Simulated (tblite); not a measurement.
A geometry optimisation, step by step.

C₅H₉FOSi₂.
SMILES with atom numbers: `[O:1]=[CH:2][C@@H:3]1[SiH2:4][CH:5]=[CH:6][SiH2:7][C@H:8]1[F:9]` (hydrogens: H10 on C2; H11 on C3; H12, H13 on Si4; H14 on C5; H15 on C6; H16, H17 on Si7; H18 on C8)

Computed with GFN2-xTB (tblite), gas phase: L-BFGS steps from a force-field or distance-geometry start until the largest atomic force falls under 0.01 eV/Å. 11 of its 97 geometries are shown.

Step 0: E = -747.7306 eV, largest atomic force 1.980 eV/Å
```
atom  x, y, z in Å  |  force x, y, z in eV/Å
O1     -1.615   -0.477   -2.154   -0.254   1.102   1.387
C2     -1.859    0.138   -1.122    0.920  -1.713  -0.374
C3     -1.254   -0.240    0.233   -0.870   0.003  -1.246
Si4    -0.528    1.293    1.083   -0.403   0.161   0.858
C5      1.224    1.486    0.535    1.039  -0.227  -0.644
C6      1.959    0.573   -0.128   -0.053   0.875   0.512
Si7     1.413   -1.128   -0.645    0.484  -0.321  -0.606
C8     -0.297   -1.432    0.117   -0.646  -0.064  -0.558
F9     -0.109   -1.931    1.381    0.081  -0.258   0.699
H10    -2.581    0.969   -1.107    0.061  -0.018   0.075
H11    -2.118   -0.550    0.847    0.160   0.056  -0.128
H12    -0.561    1.110    2.565   -0.044   0.012  -0.400
H13    -1.326    2.487    0.742    0.037  -0.137  -0.012
H14     1.661    2.452    0.777    0.145  -0.070  -0.041
H15     2.986    0.804   -0.403   -0.096   0.162   0.090
H16     2.401   -2.132   -0.161   -0.372   0.215  -0.016
H17     1.374   -1.163   -2.120   -0.102  -0.041   0.200
H18    -0.778   -2.253   -0.453   -0.085   0.263   0.204
```

Step 10: E = -747.9172 eV, largest atomic force 0.270 eV/Å
```
atom  x, y, z in Å  |  force x, y, z in eV/Å
O1     -1.534   -0.429   -2.163    0.130   0.197   0.131
C2     -1.817    0.095   -1.115   -0.178  -0.053  -0.001
C3     -1.273   -0.262    0.209    0.009   0.056   0.031
Si4    -0.511    1.280    1.088   -0.033  -0.003   0.032
C5      1.262    1.514    0.518   -0.056  -0.020  -0.013
C6      1.991    0.607   -0.132   -0.047  -0.033  -0.023
Si7     1.395   -1.099   -0.683    0.023  -0.035  -0.019
C8     -0.325   -1.448    0.113    0.025   0.043   0.043
F9     -0.113   -1.922    1.408    0.054  -0.020   0.001
H10    -2.574    0.909   -1.057    0.047  -0.087  -0.126
H11    -2.131   -0.547    0.836    0.046   0.057  -0.060
H12    -0.586    1.074    2.539    0.023  -0.049  -0.030
H13    -1.329    2.450    0.737    0.001  -0.013  -0.026
H14     1.720    2.465    0.766   -0.010   0.045   0.054
H15     3.014    0.869   -0.380    0.023  -0.081  -0.071
H16     2.311   -2.112   -0.139   -0.048   0.026   0.004
H17     1.327   -1.176   -2.143   -0.059   0.029   0.044
H18    -0.836   -2.262   -0.416    0.052  -0.058   0.030
```

Step 19: E = -747.9684 eV, largest atomic force 0.164 eV/Å
```
atom  x, y, z in Å  |  force x, y, z in eV/Å
O1     -1.283   -0.260   -2.158    0.046   0.085   0.094
C2     -1.773    0.103   -1.115   -0.036   0.024   0.058
C3     -1.302   -0.276    0.225    0.057   0.089   0.022
Si4    -0.508    1.272    1.082   -0.024  -0.021   0.002
C5      1.263    1.524    0.504   -0.010  -0.107   0.074
C6      1.977    0.613   -0.159   -0.068  -0.032  -0.082
Si7     1.351   -1.080   -0.706   -0.057  -0.087  -0.010
C8     -0.331   -1.442    0.145   -0.050   0.008   0.032
F9     -0.055   -1.886    1.439   -0.030   0.078   0.049
H10    -2.639    0.799   -1.106    0.054  -0.085  -0.030
H11    -2.162   -0.519    0.862    0.042  -0.063  -0.146
H12    -0.572    0.989    2.522    0.014   0.072  -0.057
H13    -1.341    2.427    0.709    0.037  -0.019   0.075
H14     1.729    2.462    0.795   -0.012  -0.014  -0.068
H15     3.003    0.828   -0.438   -0.021   0.090   0.057
H16     2.233   -2.099   -0.113    0.040   0.045  -0.103
H17     1.221   -1.156   -2.157    0.070  -0.030   0.023
H18    -0.819   -2.292   -0.345   -0.051  -0.034   0.009
```

Step 29: E = -748.0350 eV, largest atomic force 0.356 eV/Å
```
atom  x, y, z in Å  |  force x, y, z in eV/Å
O1     -0.941    0.059   -2.064    0.149   0.052  -0.319
C2     -1.682    0.151   -1.119   -0.088  -0.020   0.305
C3     -1.331   -0.282    0.233   -0.006   0.028   0.092
Si4    -0.530    1.254    1.117   -0.024  -0.016  -0.028
C5      1.224    1.475    0.491    0.053   0.012   0.058
C6      1.916    0.583   -0.216   -0.043   0.078  -0.048
Si7     1.292   -1.104   -0.764   -0.147  -0.040   0.058
C8     -0.344   -1.441    0.206   -0.105   0.018  -0.015
F9     -0.030   -1.760    1.529    0.117   0.064  -0.061
H10    -2.688    0.611   -1.217    0.137   0.013  -0.041
H11    -2.228   -0.554    0.792   -0.021   0.011   0.041
H12    -0.551    0.978    2.555   -0.054  -0.007  -0.009
H13    -1.338    2.434    0.770   -0.004  -0.053   0.054
H14     1.712    2.404    0.772   -0.049   0.045  -0.011
H15     2.931    0.832   -0.507    0.008  -0.022  -0.019
H16     2.242   -2.082   -0.210   -0.011  -0.044   0.003
H17     1.197   -1.220   -2.210    0.009  -0.108  -0.002
H18    -0.862   -2.333   -0.170    0.080  -0.013  -0.060
```

Step 38: E = -748.0694 eV, largest atomic force 0.265 eV/Å
```
atom  x, y, z in Å  |  force x, y, z in eV/Å
O1     -0.767    0.226   -1.981    0.151  -0.074  -0.205
C2     -1.608    0.180   -1.114   -0.023   0.033   0.225
C3     -1.345   -0.292    0.240    0.007   0.022   0.052
Si4    -0.534    1.234    1.141   -0.043  -0.002   0.010
C5      1.209    1.470    0.491   -0.025   0.004  -0.015
C6      1.871    0.591   -0.261    0.016   0.026  -0.008
Si7     1.238   -1.097   -0.799   -0.073  -0.015  -0.005
C8     -0.351   -1.439    0.228   -0.036   0.047  -0.002
F9      0.058   -1.678    1.541   -0.027  -0.017  -0.014
H10    -2.631    0.556   -1.296    0.028   0.082  -0.053
H11    -2.268   -0.543    0.764    0.005  -0.061  -0.003
H12    -0.590    0.947    2.573    0.002  -0.047   0.030
H13    -1.360    2.408    0.829   -0.022   0.006  -0.003
H14     1.690    2.406    0.764   -0.003  -0.051  -0.010
H15     2.883    0.822   -0.574   -0.001   0.065  -0.031
H16     2.184   -2.081   -0.243    0.059  -0.031   0.081
H17     1.165   -1.341   -2.227   -0.053  -0.008  -0.099
H18    -0.852   -2.362   -0.090    0.036   0.023   0.051
```

Step 48: E = -748.1001 eV, largest atomic force 0.151 eV/Å
```
atom  x, y, z in Å  |  force x, y, z in eV/Å
O1     -0.650    0.181   -1.948    0.014  -0.011  -0.106
C2     -1.528    0.207   -1.111    0.054   0.033   0.137
C3     -1.349   -0.298    0.240    0.026   0.001   0.023
Si4    -0.556    1.214    1.185    0.024  -0.044  -0.013
C5      1.170    1.447    0.483   -0.017   0.079   0.000
C6      1.817    0.605   -0.325    0.019   0.021   0.089
Si7     1.210   -1.105   -0.833   -0.125   0.065  -0.017
C8     -0.344   -1.431    0.252   -0.067  -0.010  -0.068
F9      0.098   -1.632    1.562   -0.086  -0.005  -0.067
H10    -2.489    0.697   -1.338   -0.013  -0.006   0.032
H11    -2.288   -0.566    0.726   -0.016   0.062  -0.052
H12    -0.617    0.887    2.611    0.018  -0.011  -0.066
H13    -1.395    2.389    0.889    0.022  -0.036   0.028
H14     1.659    2.380    0.753   -0.024   0.008   0.019
H15     2.812    0.883   -0.654   -0.036  -0.026  -0.075
H16     2.167   -2.042   -0.221    0.126  -0.053   0.054
H17     1.117   -1.447   -2.243    0.031  -0.024  -0.020
H18    -0.845   -2.363   -0.038    0.050  -0.043   0.102
```

Step 58: E = -748.1149 eV, largest atomic force 0.059 eV/Å
```
atom  x, y, z in Å  |  force x, y, z in eV/Å
O1     -0.624    0.148   -1.964    0.005   0.019  -0.013
C2     -1.488    0.227   -1.114    0.005   0.012   0.004
C3     -1.346   -0.303    0.227   -0.006   0.008   0.003
Si4    -0.554    1.193    1.200    0.019  -0.007   0.015
C5      1.160    1.454    0.484   -0.039   0.006  -0.028
C6      1.788    0.614   -0.341   -0.003   0.008  -0.005
Si7     1.194   -1.112   -0.833    0.003   0.047   0.008
C8     -0.357   -1.448    0.258    0.001   0.024  -0.027
F9      0.083   -1.617    1.573   -0.024  -0.020  -0.027
H10    -2.416    0.785   -1.324   -0.010  -0.010  -0.007
H11    -2.308   -0.536    0.682    0.003  -0.014   0.013
H12    -0.609    0.836    2.617    0.009  -0.018  -0.027
H13    -1.405    2.366    0.933    0.019  -0.036   0.026
H14     1.636    2.396    0.749    0.004  -0.037  -0.038
H15     2.761    0.900   -0.723   -0.008  -0.003  -0.004
H16     2.197   -2.000   -0.200    0.004  -0.012   0.029
H17     1.129   -1.500   -2.236    0.020  -0.002   0.056
H18    -0.848   -2.394   -0.001   -0.004   0.034   0.022
```

Step 67: E = -748.1214 eV, largest atomic force 0.074 eV/Å
```
atom  x, y, z in Å  |  force x, y, z in eV/Å
O1     -0.621    0.149   -1.975    0.054  -0.005  -0.025
C2     -1.479    0.247   -1.122    0.003  -0.033   0.004
C3     -1.349   -0.294    0.216    0.000  -0.009   0.007
Si4    -0.542    1.171    1.214    0.018   0.057   0.035
C5      1.151    1.464    0.458   -0.021  -0.010   0.044
C6      1.777    0.621   -0.364    0.000   0.028   0.009
Si7     1.204   -1.121   -0.804   -0.010   0.063  -0.038
C8     -0.369   -1.445    0.253    0.000  -0.009  -0.015
F9      0.055   -1.621    1.573   -0.035  -0.048  -0.003
H10    -2.393    0.829   -1.326   -0.034   0.000   0.001
H11    -2.312   -0.526    0.668   -0.013   0.009  -0.005
H12    -0.577    0.759    2.616    0.029   0.024  -0.029
H13    -1.411    2.338    0.991    0.015   0.006   0.035
H14     1.625    2.412    0.701   -0.039   0.000  -0.033
H15     2.736    0.919   -0.771    0.013  -0.010  -0.013
H16     2.205   -1.977   -0.131    0.009  -0.042   0.033
H17     1.158   -1.533   -2.198   -0.001  -0.011  -0.013
H18    -0.868   -2.384   -0.013    0.012  -0.011   0.007
```

Step 77: E = -748.1299 eV, largest atomic force 0.070 eV/Å
```
atom  x, y, z in Å  |  force x, y, z in eV/Å
O1     -0.610    0.131   -1.988    0.051  -0.011   0.008
C2     -1.463    0.254   -1.134   -0.009  -0.014   0.007
C3     -1.346   -0.282    0.209    0.002   0.010   0.020
Si4    -0.526    1.160    1.234    0.030   0.045   0.044
C5      1.134    1.488    0.424   -0.037   0.017   0.009
C6      1.773    0.636   -0.380   -0.036   0.032   0.000
Si7     1.219   -1.126   -0.762    0.025   0.019   0.003
C8     -0.387   -1.451    0.243   -0.010  -0.011  -0.005
F9     -0.024   -1.692    1.569   -0.005  -0.010  -0.004
H10    -2.368    0.851   -1.341   -0.010   0.002  -0.002
H11    -2.318   -0.504    0.650   -0.009   0.009   0.007
H12    -0.480    0.697    2.620    0.005   0.008  -0.025
H13    -1.401    2.340    1.120    0.009  -0.049  -0.022
H14     1.569    2.466    0.612    0.012  -0.005  -0.012
H15     2.709    0.951   -0.828    0.000  -0.025   0.001
H16     2.190   -1.970   -0.031    0.031  -0.011   0.004
H17     1.207   -1.572   -2.146   -0.008   0.010  -0.014
H18    -0.886   -2.370   -0.081   -0.041  -0.015  -0.017
```

Step 86: E = -748.1329 eV, largest atomic force 0.029 eV/Å
```
atom  x, y, z in Å  |  force x, y, z in eV/Å
O1     -0.589    0.117   -1.979    0.024   0.006  -0.015
C2     -1.448    0.255   -1.132   -0.014  -0.001   0.012
C3     -1.342   -0.275    0.214   -0.001   0.010   0.013
Si4    -0.515    1.159    1.247    0.002   0.018   0.008
C5      1.125    1.508    0.409   -0.004  -0.004   0.005
C6      1.759    0.645   -0.386    0.018   0.001   0.010
Si7     1.221   -1.128   -0.743    0.011   0.005   0.006
C8     -0.400   -1.459    0.240   -0.005  -0.001   0.007
F9     -0.060   -1.738    1.563   -0.006  -0.004   0.002
H10    -2.347    0.854   -1.353   -0.008   0.011   0.005
H11    -2.319   -0.486    0.649    0.000  -0.006   0.013
H12    -0.435    0.677    2.625   -0.006   0.010  -0.023
H13    -1.407    2.325    1.151   -0.006  -0.022  -0.002
H14     1.555    2.493    0.572   -0.009  -0.018  -0.004
H15     2.689    0.956   -0.848    0.007  -0.004  -0.018
H16     2.197   -1.960   -0.001   -0.011   0.018  -0.011
H17     1.219   -1.575   -2.128    0.010  -0.009   0.001
H18    -0.912   -2.361   -0.113   -0.004  -0.009  -0.011
```

Step 96: E = -748.1335 eV, largest atomic force 0.010 eV/Å
```
atom  x, y, z in Å  |  force x, y, z in eV/Å
O1     -0.587    0.116   -1.975    0.003   0.003  -0.003
C2     -1.446    0.257   -1.129    0.001  -0.001   0.001
C3     -1.342   -0.274    0.217    0.002   0.001   0.002
Si4    -0.511    1.159    1.247   -0.003   0.002   0.003
C5      1.125    1.511    0.403    0.001   0.001   0.001
C6      1.760    0.647   -0.390    0.001   0.000   0.001
Si7     1.222   -1.128   -0.737    0.001  -0.003   0.006
C8     -0.404   -1.462    0.238   -0.002  -0.001  -0.004
F9     -0.078   -1.757    1.561    0.003  -0.001  -0.007
H10    -2.341    0.864   -1.349   -0.002   0.002   0.004
H11    -2.318   -0.481    0.657    0.000  -0.009  -0.004
H12    -0.424    0.674    2.621    0.002   0.002   0.002
H13    -1.417    2.315    1.159    0.001   0.004  -0.004
H14     1.551    2.498    0.559    0.001   0.001  -0.001
H15     2.687    0.958   -0.859   -0.001   0.000  -0.003
H16     2.199   -1.951    0.014   -0.002   0.003   0.001
H17     1.231   -1.582   -2.119   -0.002  -0.001   0.004
H18    -0.917   -2.358   -0.130   -0.003  -0.003   0.000
```

Task: Summarise the path.

Result: The energy falls by 9.29 kcal/mol from step 0 to step 96; nine tenths of that is first reached at step 47. It rises by more than 0.2 meV at step 30. The largest force goes from 1.980 to 0.010 eV/Å. Among the bonds C2–C3 changes most, from 1.532 to 1.451 Å; the atoms move by 0.435 Å rms after alignment.

Task: Follow the three bonds and two angles with the largest change from start to end.

Result: 
```tsv
step	E above end (kcal/mol)	largest force (eV/Å)	C2–C3 (Å)	C3–Si4 (Å)	Si4–H12 (Å)	C6–Si7–H17 (°)	C8–Si7–H16 (°)
0	9.29	1.980	1.532	1.898	1.493	107.9	111.1
4	6.03	0.310	1.484	1.930	1.464	109.0	110.0
8	5.21	0.220	1.474	1.931	1.471	110.7	107.1
13	4.62	0.210	1.474	1.926	1.460	110.7	104.4
17	4.06	0.268	1.470	1.934	1.470	111.4	102.3
21	3.57	0.278	1.468	1.935	1.463	111.0	103.0
25	3.00	0.161	1.461	1.933	1.460	110.6	104.2
29	2.27	0.356	1.462	1.945	1.464	112.5	104.0
33	1.89	0.251	1.462	1.944	1.465	113.2	103.8
38	1.48	0.265	1.458	1.949	1.461	116.7	102.2
42	1.20	0.134	1.452	1.943	1.462	118.6	100.7
46	0.95	0.170	1.453	1.953	1.462	119.6	100.2
50	0.65	0.117	1.452	1.949	1.464	119.9	100.9
54	0.48	0.065	1.448	1.951	1.459	120.9	101.2
58	0.43	0.059	1.449	1.953	1.462	120.5	101.5
63	0.34	0.061	1.449	1.952	1.459	120.2	101.6
67	0.28	0.074	1.449	1.948	1.462	119.7	101.9
71	0.20	0.082	1.450	1.952	1.459	119.2	101.5
75	0.12	0.069	1.450	1.949	1.461	119.0	101.3
79	0.06	0.055	1.451	1.952	1.460	118.6	101.1
83	0.03	0.040	1.452	1.951	1.459	117.9	101.5
88	0.01	0.018	1.451	1.952	1.461	117.9	101.7
92	0.00	0.014	1.451	1.950	1.460	117.8	101.8
96	0.00	0.010	1.451	1.950	1.460	117.8	101.8
```

What follows is the cost of the whole relaxation. On Arm Neoverse V1, one thread, on a shared host, this took 0.92 s of wall time.
